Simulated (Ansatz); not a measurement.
Consider the cleavage of the Ge–In bond: `[F][In]([Cl])[GeH3]` + `NB(O)F` → `OB(F)[NH][GeH3]` + `[F][InH][Cl]`.

Program: Ansatz. Geometries: PBE0-D4/def2-TZVP. ΔE: electronic, gas phase. CCSD(T)/CBS adds triple-zeta CCSD(T) − MP2 to the extrapolated MP2 energy (def2 sets, frozen cores). DFT in def2-TZVPP. B3LYP here is the variant with VWN-RPA as its local correlation; programs differ in this. def2 core potentials past Kr. For Ge, In outer-core shells are correlated without core-valence functions, which leaves a few kJ/mol of doubt a bond. Scalar relativity is left out up to krypton. Each species was taken in one conformer, which may not be the lowest.

```tsv
level	ΔE (kcal/mol)	difference from CCSD(T)/CBS
PBE-D4	15.3	2.4
r2SCAN-D4	13.6	0.7
PBE0-D4	14.4	1.5
B3LYP-D4	13.7	0.8
ωB97X-V	11.1	-1.8
ωB97M-V	12.1	-0.8
B2PLYP	13.1	0.2
PBE	15.9	3.0
r2SCAN	13.8	0.9
PBE0	14.9	2.0
B3LYP	14.7	1.8
HF/def2-TZVPP	9.7	-3.2
MP2/def2-TZVPP	11.8	-1.1
SCS-MP2/def2-TZVPP	10.6	-2.3
CCSD/def2-TZVPP	11.0	-1.9
CCSD(T)/def2-TZVPP	11.0	-1.9
HF/def2-QZVPP	9.7	-3.2
MP2/def2-QZVPP	12.8	-0.1
SCS-MP2/def2-QZVPP	11.5	-1.4
HF/CBS(def2)	9.7	-3.2
MP2/CBS(def2)	13.7	0.8
CCSD/CBS(def2)	12.9	0.0
CCSD(T)/CBS	12.9	0
```

Largest T1 diagnostic among the species: 0.015.

The D4 term adds −0.9 kcal/mol with B3LYP and −0.5 kcal/mol with PBE0; it sums over pairs of atoms, weighted by their polarisabilities, and B3LYP, whose exchange is more repulsive, gets the larger term. From PBE to PBE0 (25 % exact exchange), in def2-TZVPP and without D4, ΔE moves by −1.1 kcal/mol. In def2-TZVPP, CCSD(T) changes the Hartree–Fock value by +1.3 kcal/mol (the triples alone add −0.0 kcal/mol) and MP2 by +2.1 kcal/mol.
